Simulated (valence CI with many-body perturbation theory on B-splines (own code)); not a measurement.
Questions on S⁺

Method: configuration interaction combined with many-body perturbation theory (CI+MBPT): five valence electrons over a frozen Dirac-Fock core [Ne], radial functions for each j: 9 s, 9 p, 8 d, 6 f, 3 g, 1 h, with the one-electron correlation potential Σ1 (screened to all orders), the two-electron term Σ2, the three-electron term Σ3, Breit, model QED; selected single and double excitations, second order for the rest, scaled by the run's own slope (own B-spline code, finite nucleus).

Set against measurement, 50 paired levels are off by 81 cm⁻¹ on average, the worst by 269. Among the levels kept, up to 1700 cm⁻¹ of a level comes from second order outside the variational space, and about a tenth of that is noise between levels of different J, which matters for small intervals.

Rates and lifetimes use the calculated energies. Strong lines usually hold to 10 to 20 %, long lifetimes can be off by a factor of two.

Task: What is the ground level?

Result: 3s2 3p3 4S°_3/2, composition 94 % 3s2 3p3 4S° + 2 % 3s 3p3 3d 4S°, g = 2.002.

Task: Where does the other parity begin?

Result: At 3s 3p4 4P_5/2, 79299 cm⁻¹.

Task: What is the ionisation energy?

Result: 23.326 eV; NIST lists 23.3379 eV (measured).

Task: Name the longest-lived excited levels whose lifetime is computed, and their main decay.

Result: 3s2 3p3 2D°_5/2 at 15020 cm⁻¹ lives 3600 s, mostly by E2 to 3s2 3p3 4S°_3/2; 3s2 3p3 2D°_3/2 at 14993 cm⁻¹ lives 1110 s, mostly by M1 to 3s2 3p3 4S°_3/2.

Task: Among levels below 136837 cm⁻¹, which E1 lines absorb most strongly from the ground level?

Result: to 3s2 3p2 3d 4P_5/2 at 76.50 nm, f = 1.21; to 3s2 3p2 3d 4P_3/2 at 76.38 nm, f = 0.809; to 3s2 3p2 3d 4P_1/2 at 76.31 nm, f = 0.404.
